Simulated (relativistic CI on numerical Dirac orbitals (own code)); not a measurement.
## Fe6+: 3p photoemission

Computed with this model: Dirac-Coulomb-Breit CI, orbitals from a KLI potential per configuration, QED by a radiative potential, valence Slater integrals scaled by 0.9, multiplet model of photoemission in the sudden approximation; configurations [Ar] 3d2 → [Ne] 3s2 3p5 3d2; 300 K; Lorentzian 0.56 eV and Gaussian 0.6 eV FWHM. Energies are those of the free ion, without screening or charge transfer. The energies are binding energies and can lie tens of eV above those of solids. S is read from ⟨S²⟩ = S(S + 1).

Field parameters in Wybourne normalisation: D3d B²₀ = −7Dσ, B⁴₀ = −14Dq − 21Dτ, B⁴₃ = −14√(10/7) Dq; Oh B⁴₀ = 21Dq, B⁴₄ = √(5/14) B⁴₀; Td as Oh with Dq negative (B⁴₀ = 21Dq, B⁴₄ = √(5/14) B⁴₀). The field is a parameter set, without covalency.

Peaks in eV (height, largest 100): 172.4 (41), 175.5 (100), 176.8 (58), 179.6 (32), 181.3 (11), 192.0 (17), 199.6 (19).

(1) Which surroundings give this spectrum?
A. Td, 10Dq = -12150 cm⁻¹
B. Oh, 10Dq = 42500 cm⁻¹
C. free ion
D. D3d, 10Dq = 24750, Dσ = -70, Dτ = -430 cm⁻¹

Answers

(1) C. free ion, where the ground state has S = 1.00.
